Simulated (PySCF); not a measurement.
diantimony (Sb2), SMILES [Sb]#[Sb].

The structure is a stationary point at B3LYP-D3(BJ)/def2-TZVP. The def2 effective core potentials stand for the cores of Sb; spin–orbit coupling is left out.

These are C-PCM-ωB97X/def2-SVP run with PySCF 2.14.0 values and carry that method's errors.

The values are the electrostatic part of the solvation free energy, E(continuum) − E(gas) at the gas-phase geometry, in a cavity of scaled van der Waals radii (PySCF's table); cavitation and dispersion terms are not included. A continuum can't describe solvent molecules that bind to the metal. In vacuum the orbital gap is 7.33 eV. The dipole moment in vacuum is 0.00 D.

Computed values in water (ε = 78.36), chloroform (ε = 4.71), cyclohexanone (ε = 15.62):
| solvent | ε | ΔG(elec) (kcal/mol) | dipole (D) | gap (eV) |
|---|---|---|---|---|
| water | 78.36 | -0.4 | 0.00 | 7.38 |
| chloroform | 4.71 | -0.3 | 0.00 | 7.37 |
| cyclohexanone | 15.62 | -0.4 | 0.00 | 7.37 |
